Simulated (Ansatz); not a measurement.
```xyz
5

C     0.0340   -0.0751    0.0025
F     0.7849    0.8154    0.7964
F     0.7849   -0.7605   -0.6936
F    -0.7330    0.7757   -0.8302
F    -0.8165   -0.7592    0.7873
```

Basis set: cc-pVDZ (spherical functions). Left uncorrelated: 5 orbitals. Charge 0, multiplicity 1.

Computed with Ansatz (development build ahead of 0.2.0); each method stands on the lowest determinant of its kind that the runs found. Restricted open shells among the atoms or ions are ROHF, correlated in semicanonical orbitals with singles.

Task: Give the atomization energy at this shape (free ground-state atoms in the same class of orbitals less the molecule, no zero-point energy) of singlet CF4 by RHF-MP2, RHF.

Result:

```
 method  atomization energy
RHF-MP2            19.46 eV
    RHF            12.78 eV
```

Caution: the shape is not the minimum.
